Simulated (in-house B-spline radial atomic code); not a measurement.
**RPA and G0W0 on LDA VWN5: the titanium ion Ti⁷⁺**

Configuration [Ne] 3s2 3p3, highest spin, mean-field start LDA VWN5. Computed with a B-spline radial code for spherical atoms: all electrons, non-relativistic, point nucleus, each spin shell either full or empty, empty states to l = 9 with an (l + 1/2)⁻⁴ tail; G0W0 by contour deformation at full frequency.

Command:
```bash
python run_gw.py task.json out
```
Settings (radii: box in bohr, nucleus in fm):
```
Z                        22
electrons                15
configuration            [Ne] 3s2 3p3
hamiltonian              nr
method                   lda,vwn
lmax                     9
spin_polarised           True
box_radius               8.41
intervals                48
```

Cost of the run: 2 s on 1 thread of Arm Neoverse N1 (shared host).

Energies (hartree):

```csv
term,value
mean-field total,-830.66862
Hartree-Fock functional on these orbitals,-832.13497
direct second order,-1.1205
second-order exchange,0.40795
SOSEX correction,0.36864
```

Problem. What is the RPA correlation energy, and what remains with SOSEX?

Solution. RPA gives -0.98295 hartree (-1.78 eV per electron); RPA + SOSEX gives -0.61431, and the second-order doubles -0.71251 hartree (no singles). RPA lacks exchange-type terms and so overcorrelates at short range.

Quasi-particle levels (eV):

| level | occupied | mean field | Σx - vxc | Σc | QP weight | G0W0 |
| --- | --- | --- | --- | --- | --- | --- |
| 3p up | yes | -157.28 | -11.59 | ? | ? | ? |
| 3s down | yes | -175.35 | -7.42 | -3.48 | 0.959 | -186.26 |
| 2p down | yes | -580.71 | -39.61 | 7.92 | 0.927 | -612.39 |
| 3p down | no | -151.17 | 13.66 | -3.75 | 0.952 | -141.26 |

G0W0 = mean field + (Σx - vxc) + Σc, with Σc (partial-wave tail included) taken at the quasi-particle energy. Only the outer levels were computed. Levels of low weight are left out.

Problem. Where does G0W0 put 3p up?

Solution. At -168.99 eV, with Σc = -0.13 eV and a quasi-particle weight of 0.951. The tabulated removal energy is 170.5 ± 0.4 eV (NIST, semi-empirical); the calculation leaves out relativity, Breit and QED terms, and what these don't explain is the method's own error.
